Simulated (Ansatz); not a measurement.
Isolated molecules relaxed with PBE0-D4/def2-TZVP in Ansatz; ΔE leaves out vibrations. CCSD(T)/CBS adds triple-zeta CCSD(T) − MP2 to the extrapolated MP2 energy (def2 sets, frozen cores). Functionals use def2-TZVPP. One conformer a species, not always the lowest.

Reaction (redistribution): `N=C([SiH3])BO` + `F[Si]([SiH3])(Cl)Cl` → `OB[Si](F)([SiH3])Cl` + `N=C([SiH3])Cl`

`N=C([SiH3])BO`:

```xyz
11

N     0.105    1.927    0.189
C     0.060    0.659    0.002
Si   -0.560   -0.555    1.329
B     0.550    0.140   -1.403
O     0.500   -1.197   -1.600
H    -0.230    2.186    1.123
H    -1.744   -1.315    0.849
H     0.504   -1.521    1.710
H    -0.940    0.262    2.516
H     0.946    0.889   -2.251
H     0.807   -1.476   -2.466
```

`F[Si]([SiH3])(Cl)Cl`:

```xyz
8

F     2.029    0.574    0.813
Si    0.637   -0.191    0.861
Si   -0.652    0.283   -1.023
Cl   -0.310    0.394    2.569
Cl    1.052   -2.183    0.989
H    -1.929   -0.463   -0.898
H     0.084   -0.156   -2.235
H    -0.912    1.743   -1.076
```

`OB[Si](F)([SiH3])Cl`:

Cartesian coordinates in Å:
```
O -0.565 2.183 0.024
B -0.061 1.463 1.046
Si 0.480 -0.450 0.647
F 0.101 -1.384 1.897
Si -0.326 -1.455 -1.313
Cl 2.544 -0.422 0.522
H -0.772 3.096 0.249
H 0.084 1.959 2.132
H 0.224 -2.830 -1.438
H 0.102 -0.641 -2.481
H -1.812 -1.520 -1.284
```

`N=C([SiH3])Cl`:

```xyz
8

N    -0.003   -1.659   -0.563
C    -0.287   -0.446   -0.504
Si    0.423    0.755    0.776
Cl   -1.420    0.345   -1.636
H    -0.474   -2.165   -1.314
H    -0.714    1.332    1.533
H     1.134    1.829    0.042
H     1.341    0.010    1.665
```

| level | ΔE (kJ/mol) |
| --- | --- |
| B2PLYP | 151.4 |
| HF/def2-QZVPP | 168.8 |

**Question.** What does CCSD(T)/CBS give? (Best estimate.)

**Answer.** Ansatz gave: +157.4 kJ/mol. The listed levels differ from it by -6.0, 11.4 kJ/mol.

Largest T1 diagnostic among the species: 0.014.

From PBE to PBE0 (25 % exact exchange), in def2-TZVPP and without D4, ΔE moves by +12.6 kJ/mol. In def2-TZVPP, CCSD(T) changes the Hartree–Fock value by −12.4 kJ/mol (the triples alone add −3.2 kJ/mol) and MP2 by −6.8 kJ/mol.
